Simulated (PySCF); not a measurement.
# Assignment exercise: C6H9FSi

Geometry:
| atom | x (Å) | y (Å) | z (Å) |
| --- | --- | --- | --- |
| C1 | 2.325 | -0.325 | 1.763 |
| C2 | 1.623 | -0.241 | 0.797 |
| C3 | 0.730 | -0.159 | -0.346 |
| C4 | 0.851 | -1.423 | -1.201 |
| C5 | -0.694 | 0.035 | 0.147 |
| C6 | -1.094 | 1.460 | 0.622 |
| Si7 | -2.022 | 0.863 | -0.890 |
| F8 | -3.544 | 0.366 | -0.683 |
| H9 | 2.951 | -0.393 | 2.602 |
| H10 | 1.022 | 0.710 | -0.949 |
| H11 | 1.874 | -1.554 | -1.546 |
| H12 | 0.568 | -2.298 | -0.620 |
| H13 | 0.192 | -1.351 | -2.064 |
| H14 | -0.988 | -0.757 | 0.831 |
| H15 | -1.578 | 1.520 | 1.587 |
| H16 | -0.317 | 2.207 | 0.532 |
| H17 | -1.906 | 1.351 | -2.237 |

- GIAO PBE0/pcSseg-1 shieldings
- structure optimised with GFN2-xTB
- code: PySCF 2.14.0 with density-fitted response routines
- isolated molecule, one computed conformer, equivalent nuclei averaged, non-relativistic

References, each an isolated molecule treated in the same way: 13C, 1H against TMS.

Problem. Assign these signals to the numbered atoms. 13C{1H} NMR (computed): δ 93.3 (C), 74.7 (CH), 30.3 (CH), 26.8 (CH), 26.6 (CH3), 10.4 (CH2).

Solution. 
```tsv
δ (ppm)	atoms	environment	reason
93.3	C2	alkyne carbon	the triple bond shields along its axis, which puts it between sp3 and sp2 carbons
74.7	C1	terminal alkyne carbon	sp carbons lie upfield of alkene carbons because the cylindrical π system leaves one tensor component strongly shielded
30.3	C3	propargylic sp3 CH	a saturated carbon with 3 carbon neighbours and no heteroatom attached
26.8	C5	three-membered-ring carbon	carbons of three-membered rings are unusually shielded
26.6	C4	methyl carbon	aliphatic region, no heteroatom directly attached
10.4	C6	three-membered-ring carbon	carbons of three-membered rings are unusually shielded
```

C5 and C4 lie closer than the usual error of such a calculation, so a measured spectrum could show them in the other order.

Problem. Assign these signals to the numbered atoms. 1H NMR (500 MHz, computed): δ 5.03 (m, 1H), 1.84 (m, 1H), 1.73 (m, 1H), 1.59 (m, 1H), 1.53 (m, 1H), 1.33 (d, 3H), 0.58 (m, 1H).

Solution. 
```tsv
δ (ppm)	atoms	environment	reason
5.03	H17	hydrogen on a silicon bonded to 2 C, F, in a 3-membered ring	–
1.84	H14	hydrogen on a three-membered-ring carbon	–
1.73	H15	hydrogen on a three-membered-ring carbon	–
1.59	H10	hydrogen on a propargylic sp3 CH	–
1.53	H9	hydrogen on a terminal alkyne carbon	it lies on the axis of the triple bond, in its shielding cone
1.33	H11/H12/H13	hydrogen on a methyl carbon	–
0.58	H16	hydrogen on a three-membered-ring carbon	cyclopropane-type protons are shielded by the ring
```

H14 and H15; H10 and H9 lie closer than the usual error of such a calculation, so a measured spectrum could show them in the other order.

Splittings by 19F in the carbon and heteronuclear signals aren't shown, as no couplings were computed. Shifts are as computed. Against solution values, carbons near 30 ppm lie about +3 ppm off and those near 130 ppm about +5 ppm. Of 1309 compounds with measured shifts, 239 miss one by over three times the rms of a fit or turn the order of signals round; such compounds aren't used in these exercises. Multiplicities follow the n + 1 count of equivalent neighbours, as no J values were calculated; m marks all less simple cases, F and P coupling included.
